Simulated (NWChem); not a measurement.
System: ScH$_{2}$O$_{2}$F; SMILES [F][Sc]([OH])[OH]

```xyz
6

Sc     0.0121    -0.0014     0.0000
F      1.8194    -0.3471     0.0000
O     -1.1506    -1.4455     0.0000
H     -1.9605    -1.9553     0.0000
O     -0.5911     1.7474     0.0000
H     -0.7358     2.6932     0.0000
```
Atoms are numbered in this order, from 1.

All runs: NWChem. The geometry was optimised at PBE0/def2-SVP. Ions are spin-unrestricted doublets at the neutral geometry; other ion states weren't tried.

### Question
What does the run give for PBE/def2-SVP? Quantities: vertical ionisation energy, ΔSCF (eV); −ε(HOMO) (eV).

### Answer
```
Quantity                               Value
-------------------------------------  -----
vertical ionisation energy, ΔSCF (eV)  10.12
−ε(HOMO) (eV)                           6.49
```
